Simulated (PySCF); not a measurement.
# What a mistake does to a calculation on Al2CH6N

All numbers below are calculated, not measured. They come from PySCF 2.14.0, an open-source quantum chemistry program, on an isolated molecule that a program drew, which may never have been made. The molecule is Al2CH6N (charge 0, doublet), drawn as the SMILES string `[NH2][AlH][CH2][AlH]`.

Each row is a Hartree-Fock (HF) and frozen-core CCSD(T) single point in the cc-pV(D+d)Z basis, meant for a local HF minimum. Run 1 is clean. Each other run has one planted mistake out of seven kinds, and not every kind appears here: one electron removed, one electron added, multiplicity raised by two, geometry at a saddle point, minimal basis STO-3G, one bond length entered in bohr, all coordinates scaled. The reference is restricted for singlets and unrestricted otherwise, and also for a bond in bohr. Adding or removing an electron swaps singlet and doublet. Electrons count all cores. HOMO and LUMO are orbital energies over both spins, the gradient is its largest component, and the lowest frequency (negative if imaginary) is given only where the gradient is small. Bond lengths are over the 9 bonds as drawn. T1 is the CCSD diagnostic: over 0.02 (restricted) or 0.045 (unrestricted) a single reference is doubtful.

Geometry of the clean run:
```xyz
10
Al2CH6N, angstrom
N     2.6037   -1.3833   -1.2026
Al    1.0453   -0.6004   -0.9170
C    -0.2289   -1.3678    0.3522
Al    0.0965   -1.1075    2.2663
H     2.9176   -2.2402   -0.7862
H     3.3056   -1.0440   -1.8338
H     0.7645    0.7474   -1.6973
H    -0.2290   -2.4582    0.1944
H    -1.2223   -0.9795    0.0926
H     1.1127   -2.0999    3.0003
```

| run | electrons | basis functions | <S^2> | HOMO (eV) | LUMO (eV) | gradient (hartree/bohr) | lowest frequency (cm^-1) | mean bond (Å) | longest bond (Å) | T1 | HF (hartree) | CCSD(T) (hartree) | mistake |
|---|---|---|---|---|---|---|---|---|---|---|---|---|---|
| 1 | 45 | 104 | 0.754 | -7.70 | 1.03 | 1.5e-05 | 22 | 1.4521 | 1.959 | 0.0146 | -579.66240 | -580.15447 | no fault |
| 2 | 46 | 104 | 0.000 | -0.04 | 5.97 | 4.0e-02 | - | 1.4521 | 1.959 | 0.0164 | -579.63491 | -580.16087 | one electron added |
| 3 | 45 | 104 | 1.764 | -7.83 | 0.32 | 2.9e-02 | - | 1.5512 | 1.959 | 0.0164 | -579.50121 | -579.95607 | one bond length entered in bohr |
| 4 | 45 | 104 | 3.767 | -5.26 | -1.94 | 8.4e-02 | - | 1.4521 | 1.959 | 0.0407 | -579.51097 | -579.98947 | multiplicity raised by two |
| 5 | 45 | 104 | 0.756 | -7.88 | 0.86 | 4.3e-02 | - | 1.5406 | 2.078 | 0.0166 | -579.63486 | -580.13628 | ? |
| 6 | 44 | 104 | 0.000 | -14.13 | -6.26 | 4.2e-02 | - | 1.4521 | 1.959 | 0.0178 | -579.40530 | -579.89608 | ? |

**Which mistake was planted in run 5, and what did it cost?**

The mean and the longest bond both change by the same factor, 1.061, and the gradient is no longer small. So the mistake is: all coordinates scaled. Subtracting run 1 and multiplying by 627.51 kcal/mol a hartree, the energy moved by 17.3 kcal/mol in HF and 11.4 kcal/mol in CCSD(T).

**Which mistake was planted in run 6, and what did it cost?**

It counts 44 electrons, one fewer than the clean run, at the same geometry and basis. So the mistake is: one electron removed. Subtracting run 1 and multiplying by 627.51 kcal/mol a hartree, the energy moved by 161.3 kcal/mol in HF and 162.1 kcal/mol in CCSD(T).

